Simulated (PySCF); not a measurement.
B3LYP has the VWN-RPA correlation part, as in Gaussian. Excitations are Tamm–Dancoff values on a coarser integration grid. The basis has no diffuse functions, so Rydberg states are missing or too high.

Species: C$_{4}$H$_{5}$ClSi, SMILES `Cl[SiH]1C=CC=C1` (charge 0, multiplicity 1).

**Question.** What is the computed HOMO, T1 excitation (TDA), S1–T1 gap (TDA), LUMO and S1 oscillator strength (PySCF with B3LYP-D3(BJ)/def2-TZVP)?

**Answer.** 
| Item | Result |
|---|---|
| HOMO | -6.85 eV |
| T1 excitation (TDA) | 2.60 eV |
| S1–T1 gap (TDA) | 1.72 eV |
| LUMO | -2.15 eV |
| S1 oscillator strength | 0.052 |
